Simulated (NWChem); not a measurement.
**CH3Si (+1) in NWChem**

```xyz
5

C     -0.2870    -1.0870     0.0000
Si     0.1967     0.5779     0.0000
H     -0.1917    -1.6954    -0.9276
H     -0.1917    -1.6954     0.9276
H     -0.6476     1.8225     0.0000
```
Charge +1, spin multiplicity 1.

Everything below was run with NWChem. The geometry was optimised at PBE/def2-SVP, a minimum by its harmonic frequencies.

Symmetry labels belong to the abelian group Cs used in the runs, with the axes of the coordinates shown.

The spin multiplicity of the parent species was assumed, not shown to be that of its ground state. The structure started from a generated list of species.

List the lowest 4 singlet excitations that CIS/def2-SVPD gives, with oscillator strengths.


```tsv
state	symmetry	energy (eV)	wavelength (nm)	f
1	a"	2.98	416	0.014
2	a'	4.18	296	0.298
3	a'	6.78	183	0.063
4	a"	7.55	164	0.003
```
